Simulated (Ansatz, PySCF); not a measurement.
Molecule: CLiN (charge 0, singlet). 
Structure (B3LYP-D3(BJ)/def2-TZVP (Ansatz, an electronic-structure program) minimum search):
```
N
C 1 1.1713
Li 1 1.7580 2 180.00
```

Wanted: atomisation energy (electronic, to ground-state atoms), in kJ/mol. Correlated levels leave the core frozen unless marked. UHF or UKS for open shells. No spin-orbit coupling. Non-relativistic. The coupled-cluster limit lacks core correlation, which all-electron functionals hold. Basis-set limits of correlation are two-point, X^-3; Hartree-Fock from the larger set. [CCSD(T)-MP2]/basis is that difference in the basis named.

```csv
level,program,atomisation energy (kJ/mol),minus last row
HF/def2-SVPD,Ansatz,792.5,-435.3
HF/def2-TZVPPD,Ansatz,776.2,-451.6
BLYP-D3(BJ)/def2-TZVPD,Ansatz + dftd3,1267.1,39.3
r2SCAN/def2-TZVPD,Ansatz,1212.1,-15.7
B3LYP-D3(BJ)/def2-TZVPD,Ansatz + dftd3,1240.3,12.5
BHLYP-D3(BJ)/def2-TZVPD,Ansatz + dftd3,1165.6,-62.2
TPSSh-D4/def2-TZVPD,PySCF + dftd4,1209.4,-18.4
r2SCAN0/def2-TZVPD,Ansatz,1169.1,-58.7
HSE06-D4/def2-TZVPD,Ansatz + dftd4,1224.4,-3.4
wB97X-V/def2-TZVPD,Ansatz,1234.0,6.2
B2GP-PLYP-D3(BJ)/def2-TZVPD,Ansatz + dftd3,1224.8,-3.0
B2PLYP-D4/def2-TZVPD,Ansatz + dftd4,1233.3,5.5
MP2/6-31G,Ansatz,1026.6,-201.2
MP2/def2-TZVPPD,Ansatz,1231.9,4.1
RI-MP2/def2-QZVPP,Ansatz,1257.2,29.4
CCSD/STO-3G,Ansatz,921.8,-306.0
CCSD/def2-QZVPPD,Ansatz,1172.4,-55.4
CCSD(T)/STO-3G,Ansatz,937.0,-290.8
CCSD(T)/def2-QZVPP,Ansatz,1210.2,-17.6
"RI-MP2/CBS(def2-TZVPP,def2-QZVPP)+[CCSD(T)-MP2]/def2-SVP",Ansatz,1235.2,7.4
"CCSD(T)/CBS(def2-TZVPPD,def2-QZVPPD)",Ansatz,1227.8,0.0
```
